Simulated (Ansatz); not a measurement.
C3H11PSi, SMILES `C[Si](C)(C)P`, relaxed with RKS PBE0-D4/def2-TZVP in Ansatz from a GFN2-xTB geometry. The force threshold is 0.005 eV/Å; the program also tests the step.

Charge 0, multiplicity 1.

Start:

```xyz
16

C     1.003    1.318   -0.701
Si   -0.077   -0.105   -0.009
C    -1.497    0.616    1.044
C     0.997   -1.280    1.045
P    -1.031   -1.357   -1.643
H     1.446    1.903    0.099
H     1.813    0.933   -1.315
H     0.416    1.993   -1.318
H    -2.117   -0.179    1.450
H    -2.140    1.262    0.454
H    -1.116    1.198    1.877
H     0.399   -2.095    1.442
H     1.447   -0.759    1.884
H     1.798   -1.718    0.458
H    -1.469   -0.269   -2.378
H     0.128   -1.463   -2.391
```

```json
{"step": "1", "energy (eV)": "-20449.2485", "largest force (eV/Å)": "0.864", "largest move (Å)": "0.000"}
{"step": "2", "energy (eV)": "-20449.3188", "largest force (eV/Å)": "0.331", "largest move (Å)": "0.040"}
{"step": "3", "energy (eV)": "-20449.3294", "largest force (eV/Å)": "0.058", "largest move (Å)": "0.029"}
{"step": "4", "energy (eV)": "-20449.3295", "largest force (eV/Å)": "0.073", "largest move (Å)": "0.006"}
{"step": "5", "energy (eV)": "-20449.3302", "largest force (eV/Å)": "0.038", "largest move (Å)": "0.021"}
{"step": "6", "energy (eV)": "-20449.3305", "largest force (eV/Å)": "0.002", "largest move (Å)": "0.010"}
```

End:

```xyz
16

C     0.978    1.288   -0.687
Si   -0.077   -0.101   -0.001
C    -1.470    0.604    1.034
C     0.978   -1.256    1.032
P    -1.025   -1.351   -1.636
H     1.422    1.872    0.125
H     1.790    0.897   -1.304
H     0.383    1.965   -1.304
H    -2.096   -0.190    1.448
H    -2.110    1.264    0.442
H    -1.070    1.188    1.869
H     0.380   -2.072    1.445
H     1.434   -0.715    1.866
H     1.783   -1.695    0.438
H    -1.476   -0.226   -2.381
H     0.177   -1.472   -2.386
```

Run time 27 s (4 threads of an Arm Neoverse V2 on a shared host); peak host memory 0.74 GiB.
